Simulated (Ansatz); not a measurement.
One change: `C[SiH2][SnH2][CH3]` becomes `[CH3][SnH2][SiH2]Cl`.

Ansatz, PBE0-D4/def2-TZVP geometries, multiplicity 1. Each molecule was computed in one conformer, which needn't be the lowest.

Elements past krypton have def2 core potentials.

```
                                        property  `C[SiH2][SnH2][CH3]`
             HOMO energy (B3LYP/def2-TZVPP) / eV                 -7.23
size of the dipole moment (B3LYP/def2-TZVPP) / D                  1.26
  size of the dipole moment (PBE/def2-TZVPP) / D                  1.31
               HOMO energy (PBE/def2-TZVPP) / eV                 -6.37
         HOMO–LUMO gap (ωB97M-V/def2-TZVPP) / eV                 10.85
               LUMO energy (PBE/def2-TZVPP) / eV                 -0.75
```

(1) Give the same properties after the change, and the shifts. (Estimate.)

Answers

(1) Computed: 
```tsv
property	`[CH3][SnH2][SiH2]Cl`	shift
HOMO energy (B3LYP/def2-TZVPP) / eV	-7.46	-0.23
size of the dipole moment (B3LYP/def2-TZVPP) / D	1.30	0.04
size of the dipole moment (PBE/def2-TZVPP) / D	1.26	-0.05
HOMO energy (PBE/def2-TZVPP) / eV	-6.57	-0.20
HOMO–LUMO gap (ωB97M-V/def2-TZVPP) / eV	10.67	-0.18
LUMO energy (PBE/def2-TZVPP) / eV	-1.40	-0.65
```

With PBE0 the HOMO falls by 0.24 eV and the LUMO falls by 0.60 eV, so the gap narrows by about 0.36 eV. PBE moves the HOMO by -0.20 eV and ωB97M-V by -0.23 eV. Dipoles are sizes alone; their direction can turn.

B3LYP here is the variant with VWN-RPA as its local correlation; programs differ in this.
